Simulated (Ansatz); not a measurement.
A nudged elastic band was laid between two geometries of C2H6FInO (11 atoms, charge 0, multiplicity 1).

Level of theory: RKS LDA/def2-SVP (Ansatz).

```json
{"movable images": "7", "climbing image": "yes", "spring": "5.0 eV/Å²", "optimiser": "quadratic models (default)", "start path": "IDPP", "force threshold": "0.03 eV/Å", "iteration limit": "60", "end points": "relaxed"}
```

First end point:

```xyz
11
Properties=species:S:1:pos:R:3
C -0.671 0.098 1.078
C 0.812 0.035 0.815
O 1.140 -0.656 -0.358
In 0.152 -0.363 -2.050
F -1.118 1.125 -1.827
H -0.903 0.651 2.014
H -1.093 -0.927 1.172
H -1.174 0.625 0.231
H 1.330 -0.492 1.654
H 1.230 1.074 0.800
H 0.296 -1.171 -3.529
```

Last end point:

```xyz
11
Properties=species:S:1:pos:R:3
C -0.614 0.424 1.033
C 0.850 0.360 0.684
O 1.167 -0.673 -0.206
In 0.066 -1.038 -1.812
F -1.306 0.362 -2.001
H -0.945 -0.527 1.507
H -1.208 0.595 0.102
H -0.836 1.254 1.739
H 1.459 0.187 1.606
H 1.179 1.353 0.282
H 0.189 -2.297 -2.934
```

What changes between the two ends?

No bond is made or broken. The dihedral H6–C1–C2–O3 goes from 180 to 60°. The two ends are copies of one structure, up to a mirror image or an exchange of like atoms.

Give the energies along the band, and the barrier.

The forces met the threshold. The highest image is number 4 of 0 to 8, 6.1 kcal/mol above the ends, which have the same energy within 2 meV. A vibrational analysis at the climbing image gives 2 clearly imaginary modes (337i, 59i cm⁻¹): a point of higher order, so a lower path passes nearby.

| image | path coordinate (Å) | energy (kcal/mol) | dihedral H6–C1–C2–O3 (°) |
| --- | --- | --- | --- |
| 0 | 0.00 | 0.0 | 180 |
| 1 | 0.48 | 0.6 | 171 |
| 2 | 0.96 | 2.5 | 153 |
| 3 | 1.45 | 5.0 | 135 |
| 4 | 1.93 | 6.1 | 116 |
| 5 | 2.40 | 5.0 | 99 |
| 6 | 2.88 | 2.4 | 82 |
| 7 | 3.35 | 0.5 | 67 |
| 8 | 3.83 | 0.0 | 60 |

What is the geometry of the highest image?


```xyz
11
Properties=species:S:1:pos:R:3:forces:R:3
C -0.663 0.392 1.061 0.00 0.00 0.00
C 0.820 0.298 0.712 0.00 0.01 0.01
O 1.160 -0.704 -0.204 0.00 0.00 -0.01
In 0.161 -0.938 -1.897 0.00 0.00 0.00
F -1.235 0.438 -1.941 0.00 0.00 0.00
H -0.865 0.178 2.131 0.00 0.00 0.00
H -1.241 -0.348 0.464 0.00 0.00 0.00
H -1.098 1.381 0.813 0.00 0.00 0.00
H 1.410 0.084 1.637 0.00 0.00 0.00
H 1.179 1.296 0.355 0.00 0.00 0.00
H 0.371 -2.075 -3.130 0.00 0.00 0.00
```

The run took 68 s on 2 threads of Arm Neoverse V2 (shared host), peak memory 0.15 GiB.
